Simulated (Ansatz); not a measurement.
```yaml
crystal:
  periodic: [false, false, false]
  atoms:
    - {symbol: N, position_ang: [-1.305289, 0.595100, -0.706832]}
    - {symbol: Sn, position_ang: [0.695348, 0.370095, 0.550643]}
    - {symbol: O, position_ang: [0.224570, -1.820616, 1.231878]}
    - {symbol: H, position_ang: [-1.400502, 1.580207, -0.546439]}
    - {symbol: H, position_ang: [-1.382244, 0.339205, -1.675986]}
    - {symbol: H, position_ang: [0.096516, 1.072723, 1.601586]}
    - {symbol: H, position_ang: [1.909516, 0.434054, -0.655078]}
    - {symbol: H, position_ang: [-1.005289, 0.645100, -0.406832]}
basis:
  gaussian: {orbitals: def2-TZVP}
hamiltonian: {xc: {name: HF}}
scf: {lower_state_search: full}
```

```sh
$ ansatz run in.yaml --threads 2 --pin off --events-out ev --progress --plain --max-ram 4352MiB
```

Output, abridged:

```
Functional definition: HF
1112 factors; their error is unknown
mean field evaluation 1: about -9340.8425 eV, gradient 8.5e1 eV
mean field evaluation 2: about -9209.4058 eV, gradient 1.7e2 eV
mean field evaluation 4: about -9354.3277 eV, gradient 2.7e1 eV
mean field evaluation 8: about -9356.9425 eV, gradient 9.0e-1 eV
mean field evaluation 32: about -9345.4991 eV, gradient 1.7e1 eV
mean field -9357.32221248 eV, -343.8752486879 hartree, gradient 8.0e-5 eV, S^2 0.000000; 0 other end points of the search recorded, 0 dependent functions left out
reference -9357.32221248 eV, -343.8752486879 hartree; 21, 21 occupied and 121, 121 virtual orbitals, 1112 factors
Total energy: -9357.32221248 eV, -343.8752486879 hartree
```

Q: What is wrong with this run?

A: One atom was put on top of another. The run converged. The result belongs to that input, not to the molecule as meant.
